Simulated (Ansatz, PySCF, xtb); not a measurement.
Noncovalent pair: CH3F (SMILES CF) (first 5 atoms) with CH6Si (SMILES C[SiH3]); geometry from B3LYP-D3(BJ)/def2-TZVP, rigid monomers moved along the line of their centres of mass till F2···Si7 is 3.77 Å.
(charge 0, multiplicity 1):
```xyz
13

C     -0.682     0.493    -0.302
F      0.316    -0.271     0.299
H     -0.489     0.532    -1.374
H     -1.645     0.023    -0.105
H     -0.657     1.495     0.126
C      1.099    -1.000     4.021
Si    -0.305     0.240     3.982
H      1.964    -0.591     4.546
H      1.402    -1.256     3.005
H      0.795    -1.915     4.532
H     -0.725     0.596     5.361
H     -1.489    -0.310     3.277
H      0.101     1.492     3.297
```

Interaction energies are E(AB) − E(A) − E(B) at the monomers' geometry in the complex; basis-set methods are counterpoise corrected. Rows marked so take none.

Frozen-core correlation. Rows in 6-31G* carry no dispersion term and start afresh at each structure (6-31G* with six Cartesian d functions).

Run with Ansatz (Gaussian orbitals); PySCF for 6-31G* rows, the dispersion terms; xtb for the GFN methods. Each number belongs to the level named beside it.

```json
[
 {"level": "GFN-FF", "interaction energy (kcal/mol)": "-0.75"},
 {"level": "HF/6-31G*", "interaction energy (kcal/mol)": "-0.58"},
 {"level": "HF/aug-cc-pV(D+d)Z", "interaction energy (kcal/mol)": "-0.59"},
 {"level": "r2SCAN/def2-TZVPPD", "interaction energy (kcal/mol)": "-1.18"},
 {"level": "B3LYP/6-31G* (no counterpoise)", "interaction energy (kcal/mol)": "-2.18"},
 {"level": "PBE0-D3(BJ)/def2-TZVPPD", "interaction energy (kcal/mol)": "-1.62"},
 {"level": "wB97X-V/def2-TZVPPD", "interaction energy (kcal/mol)": "-1.62"},
 {"level": "MP2/aug-cc-pV(D+d)Z", "interaction energy (kcal/mol)": "-1.40"},
 {"level": "CCSD(T)/aug-cc-pV(D+d)Z", "interaction energy (kcal/mol)": "(withheld)"}
]
```

**Question.** Some entries are withheld; supply them.

**Answer.** 
- CCSD(T)/aug-cc-pV(D+d)Z, interaction energy (kcal/mol): -1.45

Ansatz is a program for electronic structure.
